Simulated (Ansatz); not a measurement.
A structure relaxed at r2SCAN-D4/def2-TZVP in Ansatz, charge 1, singlet:

```xyz
3

Au   -0.203    0.114    1.538
Au    0.845    0.879   -0.967
Br   -0.642   -0.993   -0.571
```

Task: Give its formula and point group.

Result: Au2Br⁺ (the lowest singlet isomer of a short search). Point group C2v (tolerance 0.1 Å).

Task: Summarise the bond lengths by kind (pairs closer than 1.2 times the sum of covalent radii, bridged metal pairs left out).

Result: 2 × Au–Br 2.42 Å.

In the def2 sets Au takes a core potential; there is no spin–orbit coupling. The relaxation made no stability test and no search for a lower SCF solution. The structure comes from a short search, and lower isomers may exist.
